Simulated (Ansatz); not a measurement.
Molecule: LaCl$_{2}$, net charge 0, doublet state. SMILES of the parent species: [Cl][La][Cl]

Atoms: La1, Cl2, Cl3. Bonds: La1-Cl2, La1-Cl3.

Bond lengths (Å) and angles (degrees) optimised at HF/6-31G* with LANL2DZ past Ar with Ansatz (a first-principles code); PBE/6-31G* with LANL2DZ past Ar with Ansatz; B3LYP/LANL2DZ with Ansatz; B3LYP/6-31G* with LANL2DZ past Ar with Ansatz; MP2/6-31G* with LANL2DZ past Ar with Ansatz, each started from the B3LYP-D3(BJ)/def2-TZVP structure (Ansatz) of the last column. A row stands for all coordinates that are equal there. 6-31G* holds six Cartesian d functions. No wavenumbers were computed at PBE/6-31G* with LANL2DZ past Ar, B3LYP/LANL2DZ, MP2/6-31G* with LANL2DZ past Ar, so these may be saddle points.

```csv
coordinate,HF/6-31G* with LANL2DZ past Ar,PBE/6-31G* with LANL2DZ past Ar,B3LYP/LANL2DZ,B3LYP/6-31G* with LANL2DZ past Ar,MP2/6-31G* with LANL2DZ past Ar,B3LYP-D3(BJ)/def2-TZVP
La1-Cl2,2.709,2.607,2.653,2.625,2.657,2.600
Cl2-La1-Cl3,133.3,110.5,114.0,113.3,117.6,115.9
```

Mean signed difference of all 2 bond lengths from B3LYP-D3(BJ)/def2-TZVP: HF/6-31G* with LANL2DZ past Ar 0.109 Å, PBE/6-31G* with LANL2DZ past Ar 0.007 Å, B3LYP/LANL2DZ 0.053 Å, B3LYP/6-31G* with LANL2DZ past Ar 0.025 Å, MP2/6-31G* with LANL2DZ past Ar 0.057 Å.
